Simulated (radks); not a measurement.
Results of a calculation; reference values are marked as such.
Trend from Sc to Zn: ionisation energy by Delta-SCF between NIST ground configurations, and size. Code: a radial shooting solver on a logarithmic mesh with Libxc functionals. Model: Dirac Kohn-Sham, PBE, spin-unpolarised, spherical densities, point nucleus; open shells fill j = l - 1/2 first.

| species | configuration | configuration of the ion | IE (eV) | NIST (eV) | kind | outermost | <r> outermost (bohr) | r at 0.001 e/bohr^3 (bohr) |
|---|---|---|---|---|---|---|---|---|
| Sc | [Ar] 3d1 4s2 | [Ar] 3d1 4s1 | 6.895 | 6.561 | exp. | 4s1/2 | 3.72 | 4.97 |
| Ti | [Ar] 3d2 4s2 | [Ar] 3d2 4s1 | 7.344 | 6.828 | exp. | 4s1/2 | 3.51 | 4.84 |
| V | [Ar] 3d3 4s2 | [Ar] 3d4 | 7.176 | 6.746 | exp. | 4s1/2 | 3.35 | 4.73 |
| Cr | [Ar] 3d5 4s1 | [Ar] 3d5 | 6.896 | 6.767 | exp. | 4s1/2 | 3.44 | 4.49 |
| Mn | [Ar] 3d5 4s2 | [Ar] 3d5 4s1 | 8.412 | 7.434 | exp. | 4s1/2 | 3.10 | 4.54 |
| Fe | [Ar] 3d6 4s2 | [Ar] 3d6 4s1 | 8.726 | 7.902 | exp. | 4s1/2 | 2.99 | 4.46 |
| Co | [Ar] 3d7 4s2 | [Ar] 3d8 | 6.561 | 7.881 | exp. | 4s1/2 | 2.89 | 4.38 |
| Ni | [Ar] 3d8 4s2 | [Ar] 3d9 | 6.421 | 7.640 | exp. | 4s1/2 | 2.81 | 4.31 |
| Cu | [Ar] 3d10 4s1 | [Ar] 3d10 | 8.149 | 7.726 | exp. | 4s1/2 | 2.94 | 4.10 |
| Zn | [Ar] 3d10 4s2 | [Ar] 3d10 4s1 | 9.889 | 9.394 | exp. | 4s1/2 | 2.65 | 4.19 |

Reference values: NIST Atomic Spectra Database (measured). Spin polarisation and multiplet splitting are left out, so open shells lie too high by an amount that depends on their filling.

Beside tabulated values, note that spin-unpolarised runs miss the spin-polarisation part of the exchange energy of open shells.
